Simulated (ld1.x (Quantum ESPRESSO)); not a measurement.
**Cutoff test, V, PAW**

V (Z = 23), PAW, made with ld1.x (Quantum ESPRESSO) 7.5 (LDA (PZ), scalar-relativistic). Core [Ne] 3s2, reference 3p6 3d3 4s1 4p1. Waves: 4s (bound): rcut 1.70, rcutus 2.35 bohr; 4s channel at 1.65 Ry: rcut 1.70, rcutus 2.35 bohr; 3p (bound): rcut 1.40, rcutus 1.80 bohr; 4p (bound): rcut 1.40, rcutus 1.80 bohr; 3d (bound): rcut 0.95, rcutus 1.20 bohr; 3d channel at 0.35 Ry: rcut 0.95, rcutus 1.20 bohr. Local part: all-electron potential smoothed inside 2.30 bohr (lloc = -1). Core correction: Bessel-smoothed model core, default radius (core density twice the valence density). Augmentation charge: PSQ, inside the norm-conserving radii.

The pseudo-atom Hamiltonian at the reference potential is diagonalised in spherical Bessel functions j_l(qr) that vanish at 20 bohr, with q² up to the cutoff. All-electron valence levels (Ry): 4s -0.4190, 3p -3.3348, 4p -0.1617, 3d -0.4935.

Question: How do the lowest levels (Ry) of each channel move with the cutoff, and are there ghosts?

Answer:

| cutoff (Ry) | s #1 | p #1 | p #2 | d #1 | d #2 | f #1 | f #2 | Σ f·Δε (mRy) |
| --- | --- | --- | --- | --- | --- | --- | --- | --- |
| 8 | -0.4191 | -2.9883 | -0.1069 | 0.0093 | 0.0829 | 0.0911 | 0.2051 | 3643.2 |
| 18 | -0.4192 | -3.3226 | -0.1304 | -0.0271 | 0.0579 | 0.0911 | 0.2051 | 1504.5 |
| 35 | -0.4192 | -3.3345 | -0.1586 | -0.3013 | 0.0332 | 0.0911 | 0.2051 | 582.6 |
| 55 | -0.4192 | -3.3348 | -0.1615 | -0.4805 | 0.0297 | 0.0911 | 0.2051 | 40.0 |
| 90 | -0.4192 | -3.3348 | -0.1618 | -0.4930 | 0.0295 | 0.0911 | 0.2051 | 2.0 |
| 140 | -0.4192 | -3.3349 | -0.1618 | -0.4935 | 0.0295 | 0.0911 | 0.2051 | 0.2 |
| 400 | -0.4192 | -3.3349 | -0.1618 | -0.4936 | 0.0295 | 0.0911 | 0.2051 | 0.0 |

Result: no extra level below or beside the all-electron valence levels (s, p, d, f tested); 10 mRy is reached at 70 Ry and 1 mRy at 110 Ry.

Test run stopped at test 1 of 9 (negative rho).
